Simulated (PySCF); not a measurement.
## Ionisation of ethylcyclohexane

System: ethylcyclohexane, `CCC1CCCCC1` (C8H16). Atom numbers as in the mapped SMILES `[CH3:1][CH2:2][CH:3]1[CH2:4][CH2:5][CH2:6][CH2:7][CH2:8]1`. These are map numbers, not IUPAC locants.

Computed at ωB97X-D3(BJ)/ma-def2-SVP // PBE0-D3(BJ)/def2-SVP with PySCF (density fitting, grid level 2). ωB97X-D3(BJ) is ωB97X-V with D3(BJ) in place of VV10. Thermal corrections: GFN2-xTB frequencies, unscaled, ideal gas at 298.15 K and 1 bar, quasi-RRHO entropy. These were taken at the GFN2-xTB minima.

Frontier levels of the parent: HOMO -10.66 eV, LUMO 1.77 eV.

Oxidation to the radical cation:
```
Vertical ionisation energy (electronic)              : 10.46 eV
Adiabatic ionisation energy (with zero-point energy) : 9.63 eV
Adiabatic, electronic part                           : 9.81 eV
Vertical gap at the product's structure              : 9.05 eV
Inner reorganisation energy (four-point)             : 1409 meV
Relaxation of product / of parent                    : 645 / 764 meV
⟨S²⟩ of the product                                  : 0.754
Largest spin populations                             : C4 0.29, C3 0.26, H (on C5) 0.08
Largest changes of atomic charge                     : C4 0.10, H (on C5) 0.09, C3 0.09, H (on C8) 0.09
Distances that move most (Å)                         : C3–C4 1.530 → 1.705; C4–C5 1.525 → 1.483; C2–C3 1.528 → 1.503; C3–C8 1.530 → 1.508
Potential in DMF                                     : 7.42 V absolute (solvation -2 → -214 kJ/mol)
```

Solvents are IEF-PCM continua (electrostatics only, gas-phase structures); absolute potentials refer to an electron at rest in vacuum.

Measured values (NIST Chemistry WebBook, evaluated or the median of agreeing entries): adiabatic ionisation energy 9.61 eV (computed 9.63, difference 0.02).

Note: ma-def2-SVP is a small basis, whose errors can reach tens of kJ/mol.
